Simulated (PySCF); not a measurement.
Vertical excitations of a molecule C5H5Cl from PySCF 2.14.0 with TDA-PBE/def2-SVPD, as energy in eV (oscillator strength): 4.54 (0.000), 4.76 (0.000), 4.99 (0.634), 5.46 (0.000), 5.51 (0.000), 5.90 (0.008), 5.92 (0.000), 6.38 (0.002), 6.47 (0.064), 6.51 (0.002). Lowest triplet (TDA): 2.80 eV. Geometry: PBE0-D3(BJ)/def2-SVP. Other conformers were not sampled.

Problem. Which molecule gave these data?
(A) C=C=C/C=C/Cl
(B) C#CC/C=C/Cl
(C) ClC1=CC=CC1
(D) C#C[C@H]1C[C@H]1Cl

Solution. A, C=C=C/C=C/Cl
